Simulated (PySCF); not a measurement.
C₆H₅O₃S (charge -1).
SMILES: `O=S(=O)([O-])c1ccccc1`

Torsions of this conformer, `[O:1]=[S:2](=[O:3])([O-:4])[c:5]1[cH:6][cH:7][cH:8][cH:9][cH:10]1`: O1–S2–C5–C6 153°.

The closed-shell ground state was solved at several levels (PySCF, density fitting, gas phase, non-relativistic). Geometry: PBE0-D3(BJ)/def2-SVP; no solvent, vibrations or thermal averaging. No diffuse functions stand in pcSseg-1, which bears on an anion's orbital energies.

| level | basis functions | HOMO (eV) | LUMO (eV) | gap (eV) |
| --- | --- | --- | --- | --- |
| KT3/pcSseg-1 | 202 | -0.76 | 2.29 | 3.05 |
| PBE0/pcSseg-1 | 202 | -2.31 | 2.98 | 5.29 |

What might CAM-B3LYP/def2-SVPD (256 basis functions) give for the same quantities?

HOMO -4.14 eV, LUMO 3.82 eV, gap 7.96 eV.

Over all these levels, which gives the widest orbital gap and which the narrowest?

CAM-B3LYP/def2-SVPD (range-separated hybrid) has the widest, 7.96 eV, and KT3/pcSseg-1 (GGA) the narrowest, 3.05 eV. Functional and basis both differ between the two, so the spread mixes both effects.
